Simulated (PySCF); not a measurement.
J couplings in GeH2Me(NMe2)

Bonds: Ge1-C4, Ge1-N8, N8-C9, N8-C10. Ge1 carries H2, H3; C4 carries H5, H6, H7; C9 carries H11, H12, H13; C10 carries H14, H15, H16.

Method: PBE/pcJ-1 (pcSseg-1 on Ge) (spin–dipole term only in couplings to heteroatoms)//PBE0-D3(BJ)/def2-SVP, PySCF; isolated molecule, single conformer, non-relativistic. Couplings are averaged over pairs made equivalent by symmetry, fast rotation or ring inversion, so a value needn't be that of the named pair in this geometry, while other rotamers aren't included; one pair stands for each set, and the list holds those of at least 1.5 Hz over up to four bonds.

Isotopes: 13C, 1H, 15N.

```csv
pair,bonds,J (Hz)
"C4, H5",1,123.8
"N8, C9",1,-4.7
"C9, H11",1,125.6
"H2, H3",2,10.3
"H2, C4",2,12.0
"H2, N8",2,?
"H5, H6",2,?
"H11, H12",2,-10.8
"H2, H5",3,2.4
"H2, C9",3,3.2
"C9, H14",3,?
```

Estimate the withheld couplings, with signs.

Results:


- 2J(H2,N8) = -7.2 Hz (angle at Ge1 106°)
- 2J(H5,H6) = -11.7 Hz
- 3J(C9,H14) = 5.6 Hz (mean over equivalent pairs that range from 1.8 to 12.7 Hz in this conformer)

Relativistic effects of the heavier atoms present are left out.
